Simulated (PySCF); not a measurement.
Compound: C3H7F2NSi.
Structure used (GFN2-xTB), in Å, numbered top down from 1:
```
atom  x, y, z in Å
F1    -1.4385   -0.0332    1.5173
C2    -1.1760    0.2772    0.1906
C3    -0.7411   -1.0072   -0.5193
N4     0.7005   -1.1092   -0.4256
Si5    1.4945    0.2034    0.3195
F6     2.7309    0.6760   -0.6060
C7    -0.0454    1.2940    0.1482
H8    -2.1237    0.6589   -0.2070
H9    -1.2355   -1.8591   -0.0412
H10   -1.0500   -0.9725   -1.5713
H11    1.0736   -2.0252   -0.6028
H12    2.0645    0.0507    1.6453
H13   -0.1892    2.0282    0.9359
H14   -0.0653    1.8175   -0.8056
```

Computed with CAM-B3LYP/def2-SVPD in PySCF (dipole) on a GFN2-xTB geometry, gas phase.

Masses are those of the commonest isotopes; rigid-rotor values at the optimised geometry. The values belong to one conformer with, in the numbering `[F:1][C@@H:2]1[CH2:3][NH:4][Si@@H:5]([F:6])[CH2:7]1`, F1–C2–C3–N4 -91°, C2–C3–N4–Si5 -4°, C3–N4–Si5–F6 -131°, N4–Si5–C7–C2 29°.

Question: What are A, B and C (cm⁻¹)?

Answer: Ia = 117.92, Ib = 323.25, Ic = 370.63 u·Å²; 505379 MHz·u·Å²/I gives 4286, 1563 and 1364 MHz, that is A = 0.14296, B = 0.05215, C = 0.04548 cm⁻¹.

Question: What kind of rotor is it?

Answer: An asymmetric top; Ray's κ = -0.863.

Question: What does the inertial defect say?

Answer: Not planar: Δ = Ic − Ia − Ib = -70.53 u·Å². For a rigid frame Δ = −2 Σ m c², so Σ m c² = 35.26 u·Å² lies off the ab plane: 10.45 from hydrogen and 24.81 from heavier atoms. The atom farthest from that plane is 1.75 Å away.

Question: Give the other two planar moments, Paa and Pbb, and the rms extents of the mass along the axes.

Answer: Paa = Σ m a² = (Ib + Ic − Ia)/2 = 287.98 and Pbb = Σ m b² = (Ia + Ic − Ib)/2 = 82.65 u·Å². With the mass M = 123.03 u, the rms extents √(P/M) along a, b and c are 1.53, 0.82, 0.54 Å.

Question: Which lines would a microwave search look for?

Answer: The dipole components are |μa| = 1.02 D, |μb| = 1.07 D, |μc| = 0.79 D. Intensities carry the squares of the components, which stand as 0.91 : 1.00 : 0.55 (a : b : c). Some lines, for components of 0.1 D or more:

```tsv
type	branch	J(Ka,Kc)	MHz	lower level (cm⁻¹)
a	Q	5(2,3) ← 5(2,4)	361	1.840
a	Q	3(1,2) ← 3(1,3)	1199	0.660
b	Q	3(1,2) ← 3(0,3)	3468	0.584
b	Q	4(1,3) ← 4(0,4)	3950	0.971
b	R	4(1,3) ← 3(2,2)	4211	0.962
b	Q	5(1,4) ← 5(0,5)	4603	1.452
b	R	1(1,1) ← 0(0,0)	5649	0.000
c	Q	5(2,4) ← 5(1,4)	7016	1.606
c	Q	4(2,3) ← 4(1,3)	7489	1.103
c	Q	3(2,2) ← 3(1,2)	7874	0.700
c	Q	2(2,1) ← 2(1,1)	8167	0.397
b	Q	2(2,1) ← 2(1,2)	8767	0.377
a	R	3(2,1) ← 2(2,0)	8823	0.670
a	R	4(3,1) ← 3(3,0)	11730	1.433
a	R	4(1,3) ← 3(1,2)	12085	0.700
a	R	5(3,2) ← 4(3,1)	14675	1.825
a	R	5(1,4) ← 4(1,3)	15085	1.103
c	R	4(1,3) ← 3(0,3)	15554	0.584
b	R	3(2,2) ← 2(1,1)	16948	0.397
c	R	3(2,2) ← 2(1,2)	17548	0.377
b	Q	4(4,1) ← 4(3,2)	19738	1.825
c	R	4(2,3) ← 3(1,3)	20773	0.660
b	R	5(3,3) ← 4(2,2)	28658	1.358
c	R	5(3,3) ← 4(2,3)	28815	1.353
c	R	4(4,1) ← 3(3,1)	31467	1.433
b	R	4(4,0) ← 3(3,1)	31467	1.433
b	R	5(5,0) ← 4(4,1)	40038	2.483
```

Question: Estimate the classical rotational partition function at 10 K, 50 K and 100 K.

Answer: Point group C1, symmetry number σ = 1; q = (√π/σ)·√((kT/h)³/(ABC)), k/h = 20836.6 MHz/K: 1760 at 10 K, 19700 at 50 K, 55800 at 100 K.

No frequency check. These are rigid-rotor constants of the computed structure; measured ground-state constants (B0) also hold zero-point vibration. A rigid rotor knows nothing of inversion at nitrogen, which can split or shift real lines. Quadrupole hyperfine structure (14N) is left out.

Hardware: one thread of an Arm Neoverse N1, shared host with 64 logical CPUs at a one-minute load of 58. Cost: 78 s (with the writing of density and orbital grids), 0.93 GiB resident at most. This is the CAM-B3LYP/def2-SVPD job that gave the dipole, with the excitations it also computed.
